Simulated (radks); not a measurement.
Results of a calculation; reference values are marked as such.
Q: Lu+, 70 electrons, occupied as [Xe] 4f14 6s2 (the NIST ground configuration). Code: a radial shooting solver on a logarithmic mesh with Libxc functionals. Model: scalar-relativistic Kohn-Sham, PBEsol, spin-polarised, spherical densities, finite nucleus; Fermi nuclear charge, rms radius 5.37 fm. Some entries of the table are withheld. Estimate them.

| orbital | occ. | eigenvalue (eV) | r(max) (bohr) |
|---|---|---|---|
| 1s | 2 | (1) | 0.01214 |
| 2s | 2 | -10768.22 | 0.06933 |
| 2p | 6 | (2) | 0.05661 |
| 3s | 2 | -2446.926 | 0.1958 |
| 3p | 6 | -2059.429 | 0.1932 |
| 3d | 10 | -1593.436 | 0.1574 |
| 4s | 2 | -493.8803 | 0.4462 |
| 4p | 6 | -366.6848 | 0.4672 |
| 4d | 10 | -200.6502 | 0.4809 |
| 5s | 2 | -70.0135 | 1.042 |
| 5p | 6 | -40.4747 | (3) |
| 4f | 14 | (4) | 0.4685 |
| 6s | 2 | -11.0858 | 2.865 |

A: 
(1) 1s eigenvalue (eV): -63210.17
(2) 2p eigenvalue (eV): -9477.446
(3) 5p r(max) (bohr): 1.193
(4) 4f eigenvalue (eV): -18.5432
